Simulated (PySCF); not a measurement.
**C3H8OSi: core ionisation energies**

Compound: C₃H₈OSi.
Numbering: `[SiH3:1][O:2][CH:3]1[CH2:4][CH2:5]1`

Cartesian coordinates in Å at the GFN2-xTB level; atoms count from 1:
```
atom  x, y, z in Å
Si1    1.952    0.923    0.434
O2     0.736   -0.086    0.797
C3    -0.170   -0.724   -0.023
C4    -1.573   -0.887    0.470
C5    -1.275    0.062   -0.658
H6     2.365    1.276    1.782
H7     1.491    2.071   -0.353
H8     2.993    0.239   -0.337
H9     0.275   -1.531   -0.598
H10   -1.807   -0.457    1.431
H11   -2.091   -1.808    0.255
H12   -1.588   -0.197   -1.657
H13   -1.312    1.118   -0.439
```

Method: PySCF, delta-SCF UKS SCAN, pcX-2 on the ionised atom, pcseg-1 elsewhere, spin-free X2C. Vertical ΔSCF values, vacuum level as zero.

**Question.** Give the core binding energies atom by atom.

**Answer.** 
| atom(s) | bonded to | level | binding energy (eV) | 2p1/2 (eV) | above the level's lowest (eV) | count |
| --- | --- | --- | --- | --- | --- | --- |
| Si1 | O and 3 H | Si 1s | 1847.04 | – | 0.00 | 1 |
| O2 | C and Si | O 1s | 538.05 | – | 0.00 | 1 |
| C3 | O, 2 C and H | C 1s | 292.25 | – | +1.65 | 1 |
| C4/C5 | 2 C and 2 H | C 1s | 290.60 | – | 0.00 | 2 |
| Si1 | O and 3 H | Si 2p3/2 | 107.20 | 107.82 | 0.00 | 1 |

The listed C 1s values span 1.65 eV, from C4/C5 (bonded to 2 C and 2 H) to C3 (bonded to O, 2 C and H). Summing the Pauling electronegativity differences to the bonded atoms, each weighted by its formal bond order, gives -0.70 for the lowest site and +0.54 for the highest.

**Question.** Which photon energy gives electrons from Si 1s of Si1 a kinetic energy of 150 eV, and what is their de Broglie wavelength?

**Answer.** hν = 1847.04 + 150 = 1997.04 eV, recoil neglected; λ = 12.264 Å/√(E/eV) = 1.00 Å.

**Question.** Which effective nuclear charge Zeff reproduces each element's mean 1s value in the hydrogen-like formula E = 13.606 eV × Zeff²?

**Answer.** C (Z = 6): mean 291.1 eV, Zeff = 4.63, Z − Zeff = 1.37; O (Z = 8): mean 538.1 eV, Zeff = 6.29, Z − Zeff = 1.71; Si (Z = 14): mean 1847.0 eV, Zeff = 11.65, Z − Zeff = 2.35. Means run over the listed sites, weighted by atom count.

Topologically equivalent atoms share the value of their first member; where this conformer doesn't relate them by symmetry, their own values could differ. 2p3/2 and 2p1/2 are the ΔSCF energy of one spin-free 2p hole plus the eigenvalues of a spin–orbit and ligand-field matrix of the shell. 2p1/2 minus 2p3/2 (ligand field included): Si 0.63 eV. Isolated species at its GFN2-xTB geometry (one conformer only).
